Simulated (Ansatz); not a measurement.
Ansatz (a program for electronic structure) input:

Ansatz 0.2 input:
```yaml
crystal:
  periodic: [false, false, false]
  atoms:
    - {symbol: C, position_ang: [2.76762275, -0.09403259, -0.60636654]}
    - {symbol: C, position_ang: [1.29969937, -0.21514786, -0.32935313]}
    - {symbol: C, position_ang: [0.58930121, 0.73623206, 0.38834885]}
    - {symbol: C, position_ang: [-0.71143211, 0.73619929, 0.88463647]}
    - {symbol: C, position_ang: [-1.64315158, -0.41349093, 0.68223121]}
    - {symbol: C, position_ang: [-2.24865422, -0.52284206, -0.73504485]}
    - {symbol: H, position_ang: [3.42375991, -0.74817888, 0.00592621]}
    - {symbol: H, position_ang: [3.04180232, -0.31461102, -1.65303171]}
    - {symbol: H, position_ang: [3.10585013, 0.93149559, -0.40897524]}
    - {symbol: H, position_ang: [0.82462981, -1.15399249, -0.60464209]}
    - {symbol: H, position_ang: [1.15851996, 1.64641784, 0.60990330]}
    - {symbol: H, position_ang: [-1.10028541, 1.63668920, 1.34806292]}
    - {symbol: H, position_ang: [-2.47278132, -0.37175362, 1.40326159]}
    - {symbol: H, position_ang: [-1.11643675, -1.36484223, 0.87924911]}
    - {symbol: H, position_ang: [-2.88707638, 0.34117829, -0.94329860]}
    - {symbol: H, position_ang: [-1.44838202, -0.52774455, -1.47769449]}
    - {symbol: H, position_ang: [-2.84991259, -1.43616569, -0.86547289]}
basis:
  gaussian:
    orbitals: aug-cc-pVDZ
total_charge: -1
magnetization: {spin_polarized: false}
correlation: {method: ccsd_t, electrons: outside_noble_gas}
output: {forces: true}
```

Problem. What final total energy does it print?

Solution. -234.56091 Eh (CCSD(T)/aug-cc-pVDZ). The basis has 237 functions.

It need not be the lowest isomer of its formula. Whether it binds its extra electron was not tested at this geometry.
